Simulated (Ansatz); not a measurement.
Species: C₂H₈O₂Te (charge 0, singlet). 
Coordinates optimised at B3LYP-D3(BJ)/def2-TZVP (Ansatz, a first-principles code):
SMILES: C[Te](O)(O)C
```xyz
13

O     -0.1716    -0.5182     1.9982
Te     0.0277     0.3171     0.0990
C      1.4858    -1.1888    -0.2271
C     -1.6647    -0.8557    -0.4113
O      0.1860     0.6824    -1.9469
H     -0.1382     0.1698     2.6711
H      1.4186    -1.4734    -1.2729
H      2.4654    -0.7693    -0.0106
H      1.2616    -2.0004     0.4587
H     -2.5536    -0.2386    -0.3041
H     -1.5381    -1.1608    -1.4458
H     -1.6951    -1.6878     0.2859
H      0.2952     1.6250    -2.1107
```

Basis-set convergence of Hartree-Fock and CCSD correlation energies (hartree) with Ansatz. Correlated levels leave the core frozen unless marked. Spin-orbit coupling is left out. Frozen are the shells of the preceding noble gas and the d and f shells that filled before the atom's block. Past Kr the def2 sets carry scalar-relativistic core potentials.

| basis | functions | E(HF) | E(corr, CCSD) |
|---|---|---|---|
| def2-SVP | 122 | -496.84958 | -0.84813 |
| def2-TZVPP | 286 | -497.16744 | -1.05832 |
| def2-QZVPP | 550 | -497.18411 | -1.12690 |

Extrapolating the two largest sets (X = 3 and 4) as X^-3: E(corr) = (64·(-1.12690) - 27·(-1.05832))/37 = -1.1769 Eh, an estimate of the basis-set limit. The largest set recovers 95.7 % of it, the smallest 72.1 %.
